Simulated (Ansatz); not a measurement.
Ansatz (a first-principles code) input (B3LYP-D3(BJ)/def2-TZVP):

Ansatz 0.2 input:
```yaml
crystal:
  periodic: [false, false, false]
  atoms:
    - {symbol: Si, position_ang: [-0.04362925, -0.10656106, -0.73380769]}
    - {symbol: N, position_ang: [-1.25192159, 0.33087765, 0.63609330]}
    - {symbol: Si, position_ang: [-3.01057751, -0.26051184, 0.37655270]}
    - {symbol: O, position_ang: [1.38726937, 0.08089334, -0.06849524]}
    - {symbol: Si, position_ang: [3.06510860, 0.15188157, 0.03423185]}
    - {symbol: H, position_ang: [-0.41093693, -1.49558919, -1.03937126]}
    - {symbol: H, position_ang: [-0.39045845, 0.86451313, -1.77829261]}
    - {symbol: H, position_ang: [-0.88970937, -0.05313735, 1.51285712]}
    - {symbol: H, position_ang: [-3.24554216, -0.00895615, -1.05199958]}
    - {symbol: H, position_ang: [-2.94742179, -1.68270145, 0.73304547]}
    - {symbol: H, position_ang: [-3.82493725, 0.56524207, 1.27669704]}
    - {symbol: H, position_ang: [3.36402993, 0.57542251, 1.41190110]}
    - {symbol: H, position_ang: [3.52217963, 1.13797948, -0.96008507]}
    - {symbol: H, position_ang: [3.57731456, -1.19856625, -0.25405084]}
    - {symbol: H, position_ang: [-1.24184801, 1.34518134, 0.76693165]}
basis:
  gaussian:
    orbitals: def2-TZVP
hamiltonian:
  xc: b3lyp
  dispersion: d3bj
total_charge: 1
phonons: {temperatures: {t_min: 298.15, t_max: 298.15, t_step: 100}}
```

Output:

```
Functional definition: B3LYP
integrals: 0.19 GiB planned
1529 factors; their error is unknown
0.28 GiB of the device are held for the grids
1.38 GiB of device memory are held for the factors and their scratch space
mean field: 1.20 GiB planned
mean field evaluation 1: about -27316.6540 eV, gradient 1.0e2 eV
mean field evaluation 2: about -27269.4038 eV, gradient 1.7e2 eV
mean field evaluation 4: about -27333.2218 eV, gradient 1.8e1 eV
mean field evaluation 8: about -27333.8767 eV, gradient 2.5e-1 eV
mean field evaluation 16: about -27333.8768 eV, gradient 1.9e-5 eV
mean field -27333.87676599 eV, -1004.5014435829 hartree, gradient 1.9e-5 eV, S^2 0.000000; 0 other end points of the search recorded, 0 dependent functions left out
the calculation of the forces begins
reference -27333.87713599 eV, -1004.5014571804 hartree; 33, 33 occupied and 200, 200 virtual orbitals, 1529 factors
these checks for a lower state are left out or cut short: stability, starts, cluster_reference, orbital_swaps, neighbouring_geometries, increment
integrals: 0.19 GiB planned
1529 factors; their error is unknown
0.28 GiB of the device are held for the grids
1.38 GiB of device memory are held for the factors and their scratch space
mean field: 1.20 GiB planned
mean field -27333.87662911 eV, -1004.5014385526 hartree, gradient 1.2e-6 eV, S^2 0.000000; 0 other end points of the search recorded, 0 dependent functions left out
the calculation of the forces begins
reference -27333.87699911 eV, -1004.5014521500 hartree; 33, 33 occupied and 200, 200 virtual orbitals, 1529 factors
these checks for a lower state are left out or cut short: stability, starts, cluster_reference, orbital_swaps, neighbouring_geometries, increment
integrals: 0.19 GiB planned
1529 factors; their error is unknown
0.28 GiB of the device are held for the grids
1.38 GiB of device memory are held for the factors and their scratch space
mean field: 1.20 GiB planned
mean field -27333.87662489 eV, -1004.5014383979 hartree, gradient 1.1e-6 eV, S^2 0.000000; 0 other end points of the search recorded, 0 dependent functions left out
the calculation of the forces begins
reference -27333.87699490 eV, -1004.5014519955 hartree; 33, 33 occupied and 200, 200 virtual orbitals, 1529 factors
these checks for a lower state are left out or cut short: stability, starts, cluster_reference, orbital_swaps, neighbouring_geometries, increment
integrals: 0.19 GiB planned
1529 factors; their error is unknown
0.28 GiB of the device are held for the grids
1.38 GiB of device memory are held for the factors and their scratch space
mean field: 1.20 GiB planned
mean field evaluation 32: about -27333.8767 eV, gradient 1.9e-4 eV
mean field -27333.87665027 eV, -1004.5014393303 hartree, gradient 2.4e-6 eV, S^2 0.000000; 0 other end points of the search recorded, 0 dependent functions left out
the calculation of the forces begins
reference -27333.87702028 eV, -1004.5014529280 hartree; 33, 33 occupied and 200, 200 virtual orbitals, 1529 factors
these checks for a lower state are left out or cut short: stability, starts, cluster_reference, orbital_swaps, neighbouring_geometries, increment
integrals: 0.19 GiB planned
1529 factors; their error is unknown
0.28 GiB of the device are held for the grids
1.38 GiB of device memory are held for the factors and their scratch space
mean field: 1.20 GiB planned
mean field -27333.87665531 eV, -1004.5014395155 hartree, gradient 2.0e-6 eV, S^2 0.000000; 0 other end points of the search recorded, 0 dependent functions left out
[...]
mean field -27333.87672766 eV, -1004.5014421743 hartree, gradient 1.8e-6 eV, S^2 0.000000; 0 other end points of the search recorded, 0 dependent functions left out
the calculation of the forces begins
reference -27333.87709766 eV, -1004.5014557716 hartree; 33, 33 occupied and 200, 200 virtual orbitals, 1529 factors
these checks for a lower state are left out or cut short: stability, starts, cluster_reference, orbital_swaps, neighbouring_geometries, increment
integrals: 0.19 GiB planned
1529 factors; their error is unknown
0.28 GiB of the device are held for the grids
1.38 GiB of device memory are held for the factors and their scratch space
mean field: 1.20 GiB planned
mean field -27333.87670425 eV, -1004.5014413142 hartree, gradient 1.6e-6 eV, S^2 0.000000; 0 other end points of the search recorded, 0 dependent functions left out
the calculation of the forces begins
reference -27333.87707424 eV, -1004.5014549110 hartree; 33, 33 occupied and 200, 200 virtual orbitals, 1529 factors
these checks for a lower state are left out or cut short: stability, starts, cluster_reference, orbital_swaps, neighbouring_geometries, increment
integrals: 0.19 GiB planned
1529 factors; their error is unknown
0.28 GiB of the device are held for the grids
1.38 GiB of device memory are held for the factors and their scratch space
mean field: 1.20 GiB planned
mean field -27333.87672735 eV, -1004.5014421629 hartree, gradient 2.0e-6 eV, S^2 0.000000; 0 other end points of the search recorded, 0 dependent functions left out
the calculation of the forces begins
reference -27333.87709737 eV, -1004.5014557611 hartree; 33, 33 occupied and 200, 200 virtual orbitals, 1529 factors
these checks for a lower state are left out or cut short: stability, starts, cluster_reference, orbital_swaps, neighbouring_geometries, increment
integrals: 0.19 GiB planned
1529 factors; their error is unknown
0.27 GiB of the device are held for the grids
1.38 GiB of device memory are held for the factors and their scratch space
mean field: 1.20 GiB planned
mean field evaluation 512: about -27333.8768 eV, gradient 5.4e-5 eV
mean field -27333.87675829 eV, -1004.5014433000 hartree, gradient 1.4e-6 eV, S^2 0.000000; 0 other end points of the search recorded, 0 dependent functions left out
the calculation of the forces begins
reference -27333.87712830 eV, -1004.5014568976 hartree; 33, 33 occupied and 200, 200 virtual orbitals, 1529 factors
these checks for a lower state are left out or cut short: stability, starts, cluster_reference, orbital_swaps, neighbouring_geometries, increment
integrals: 0.19 GiB planned
1529 factors; their error is unknown
0.28 GiB of the device are held for the grids
1.38 GiB of device memory are held for the factors and their scratch space
mean field: 1.20 GiB planned
mean field -27333.87675667 eV, -1004.5014432404 hartree, gradient 1.1e-6 eV, S^2 0.000000; 0 other end points of the search recorded, 0 dependent functions left out
the calculation of the forces begins
reference -27333.87712667 eV, -1004.5014568379 hartree; 33, 33 occupied and 200, 200 virtual orbitals, 1529 factors
these checks for a lower state are left out or cut short: stability, starts, cluster_reference, orbital_swaps, neighbouring_geometries, increment
integrals: 0.19 GiB planned
1529 factors; their error is unknown
0.28 GiB of the device are held for the grids
1.38 GiB of device memory are held for the factors and their scratch space
mean field: 1.20 GiB planned
mean field -27333.87674662 eV, -1004.5014428711 hartree, gradient 1.1e-6 eV, S^2 0.000000; 0 other end points of the search recorded, 0 dependent functions left out
the calculation of the forces begins
reference -27333.87711662 eV, -1004.5014564685 hartree; 33, 33 occupied and 200, 200 virtual orbitals, 1529 factors
these checks for a lower state are left out or cut short: stability, starts, cluster_reference, orbital_swaps, neighbouring_geometries, increment
integrals: 0.19 GiB planned
1529 factors; their error is unknown
0.28 GiB of the device are held for the grids
1.38 GiB of device memory are held for the factors and their scratch space
mean field: 1.20 GiB planned
mean field -27333.87675923 eV, -1004.5014433347 hartree, gradient 1.2e-6 eV, S^2 0.000000; 0 other end points of the search recorded, 0 dependent functions left out
the calculation of the forces begins
reference -27333.87712924 eV, -1004.5014569324 hartree; 33, 33 occupied and 200, 200 virtual orbitals, 1529 factors
these checks for a lower state are left out or cut short: stability, starts, cluster_reference, orbital_swaps, neighbouring_geometries, increment
integrals: 0.19 GiB planned
1529 factors; their error is unknown
0.28 GiB of the device are held for the grids
1.38 GiB of device memory are held for the factors and their scratch space
mean field: 1.20 GiB planned
mean field -27333.87666375 eV, -1004.5014398258 hartree, gradient 2.3e-6 eV, S^2 0.000000; 0 other end points of the search recorded, 0 dependent functions left out
the calculation of the forces begins
reference -27333.87703377 eV, -1004.5014534237 hartree; 33, 33 occupied and 200, 200 virtual orbitals, 1529 factors
these checks for a lower state are left out or cut short: stability, starts, cluster_reference, orbital_swaps, neighbouring_geometries, increment
integrals: 0.19 GiB planned
1529 factors; their error is unknown
0.28 GiB of the device are held for the grids
1.38 GiB of device memory are held for the factors and their scratch space
mean field: 1.20 GiB planned
mean field evaluation 544: about -27333.8766 eV, gradient 2.4e-6 eV
mean field -27333.87661434 eV, -1004.5014380100 hartree, gradient 2.4e-6 eV, S^2 0.000000; 0 other end points of the search recorded, 0 dependent functions left out
the calculation of the forces begins
reference -27333.87698434 eV, -1004.5014516072 hartree; 33, 33 occupied and 200, 200 virtual orbitals, 1529 factors
these checks for a lower state are left out or cut short: stability, starts, cluster_reference, orbital_swaps, neighbouring_geometries, increment
integrals: 0.19 GiB planned
1529 factors; their error is unknown
0.28 GiB of the device are held for the grids
1.38 GiB of device memory are held for the factors and their scratch space
mean field: 1.20 GiB planned
mean field -27333.87676647 eV, -1004.5014436006 hartree, gradient 1.1e-6 eV, S^2 0.000000; 0 other end points of the search recorded, 0 dependent functions left out
the calculation of the forces begins
reference -27333.87713647 eV, -1004.5014571981 hartree; 33, 33 occupied and 200, 200 virtual orbitals, 1529 factors
these checks for a lower state are left out or cut short: stability, starts, cluster_reference, orbital_swaps, neighbouring_geometries, increment
integrals: 0.19 GiB planned
1529 factors; their error is unknown
0.28 GiB of the device are held for the grids
1.38 GiB of device memory are held for the factors and their scratch space
mean field: 1.20 GiB planned
mean field -27333.87673223 eV, -1004.5014423422 hartree, gradient 1.1e-6 eV, S^2 0.000000; 0 other end points of the search recorded, 0 dependent functions left out
the calculation of the forces begins
reference -27333.87710224 eV, -1004.5014559398 hartree; 33, 33 occupied and 200, 200 virtual orbitals, 1529 factors
Total energy: -27334.51265847 eV, -1004.5248122007 hartree
Atom 0 at    -0.043629    -0.106561    -0.733808 Å, force     0.000221     0.000410    -0.000061 eV/Å
Atom 1 at    -1.251922     0.330878     0.636093 Å, force     0.000939     0.000222     0.000206 eV/Å
Atom 2 at    -3.010578    -0.260512     0.376553 Å, force    -0.001107    -0.000602     0.000148 eV/Å
Atom 3 at     1.387269     0.080893    -0.068495 Å, force     0.000217    -0.000262    -0.000390 eV/Å
Atom 4 at     3.065109     0.151882     0.034232 Å, force     0.000010    -0.000204     0.000268 eV/Å
Atom 5 at    -0.410937    -1.495589    -1.039371 Å, force    -0.000190    -0.000002     0.000307 eV/Å
Atom 6 at    -0.390458     0.864513    -1.778293 Å, force    -0.000053     0.000057    -0.000032 eV/Å
Atom 7 at    -0.889709    -0.053137     1.512857 Å, force    -0.000326    -0.000032    -0.000215 eV/Å
Atom 8 at    -3.245542    -0.008956    -1.052000 Å, force     0.000505     0.000152     0.000205 eV/Å
Atom 9 at    -2.947422    -1.682701     0.733045 Å, force    -0.000004     0.000267     0.000019 eV/Å
Atom 10 at    -3.824937     0.565242     1.276697 Å, force     0.000073     0.000046    -0.000192 eV/Å
Atom 11 at     3.364030     0.575423     1.411901 Å, force    -0.000126     0.000202     0.000032 eV/Å
Atom 12 at     3.522180     1.137979    -0.960085 Å, force    -0.000064     0.000081    -0.000032 eV/Å
Atom 13 at     3.577315    -1.198566    -0.254051 Å, force    -0.000082     0.000078    -0.000152 eV/Å
Atom 14 at    -1.241848     1.345181     0.766932 Å, force    -0.000012    -0.000414    -0.000111 eV/Å
Dipole moment:    -0.894659     0.132273     0.296812 e Å
Vibrations: 27.84 37.99 54.13 62.47 91.89 155.12 208.70 516.26 536.29 568.86 598.57 654.58 711.62 721.16 731.87 744.12 846.25 897.74 942.94 946.71 950.60 959.66 961.02 962.98 988.56 1077.97 1136.62 1170.42 1597.80 2270.92 2287.11 2289.45 2290.90 2295.65 2314.25 2320.25 2327.57 3408.21 3461.60 cm⁻¹, zero-point energy 2.797496 eV
```

It need not be the lowest isomer of its formula.
